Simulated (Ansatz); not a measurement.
KNa4⁺, relaxed as a singlet with RKS PBE/def2-SVP in Ansatz, starting from the GFN1-xTB geometry. Force threshold 0.02 eV/Å.

The restricted singlet is unstable towards broken spin symmetry in Hartree–Fock (as tested in another run); at PBE/def2-SVP this wasn't settled. The structure comes from a short search, and lower isomers may exist.

Start:

```csv
atom,x (Å),y (Å),z (Å)
Na1,1.0759,1.8628,2.9029
Na2,-0.5117,0.1050,-4.5650
Na3,-0.9833,-0.4250,2.9382
Na4,1.0348,-0.0257,0.4729
K5,-0.6158,-1.5170,-1.7490
```

Task: Estimate the energy that the relaxation releases and the steps that it takes.

Result: 0.86 eV, in 23 steps; 18 s on 4 threads of Arm Neoverse V2 on a shared host. The force fell under the threshold at step 15, but the optimiser went on and released 0.008 eV more. No frequencies were taken in this run, so the end may be a saddle point.

Task: Does the start keep its bonding?

Result: Bonds formed: Na2–Na4 (atoms count from 1).

Task: Predict the relaxed structure.

Result: 
```xyz
5

Na    1.989    1.269    2.799
Na   -0.478    0.789   -3.399
Na   -1.180    0.735    3.402
Na   -0.042    0.153   -0.016
K    -0.289   -2.946   -2.785
```
Bond lengths (bridged metal pairs left out): 4 × Na–Na 3.27 to 3.65 Å; 2 × K–Na 3.79 to 4.16 Å.
